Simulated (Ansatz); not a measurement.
Mulliken charges of CH₆NOSi (`CO[SiH]N`) radical from ωB97M-V/def2-TZVPP in Ansatz (PBE0-D4/def2-TZVP geometry).

| atom | x (Å) | y (Å) | z (Å) | charge (e) |
| --- | --- | --- | --- | --- |
| C1 | -1.728 | -0.308 | -0.635 | -0.165 |
| O2 | -0.397 | 0.144 | -0.556 | -0.334 |
| Si3 | 0.606 | -0.177 | 0.712 | 0.298 |
| N4 | 2.163 | 0.341 | 0.227 | -0.315 |
| H5 | -2.083 | -0.145 | -1.654 | 0.122 |
| H6 | -1.812 | -1.376 | -0.403 | 0.104 |
| H7 | -2.378 | 0.248 | 0.050 | 0.116 |
| H8 | 0.268 | 0.639 | 1.928 | -0.060 |
| H9 | 2.834 | 0.622 | 0.924 | 0.114 |
| H10 | 2.611 | -0.040 | -0.590 | 0.120 |

Task: By hand: the dipole of these point charges (1 e Å = 4.8032 D).

Result: Σ q r = (-0.181, -0.262, 0.112) e Å, of length 0.338 e Å = 1.62 D.

Task: How does the dipole of the full density compare? (An estimate is asked.)

Result: Computed: (0.098, -0.133, 0.004) e Å, 0.79 D; the point charges give 2.05 times that, at 72° from its direction.

Point charges leave out the atoms' own dipoles, such as those of lone pairs, and Mulliken's split depends on the basis, so the two needn't agree.
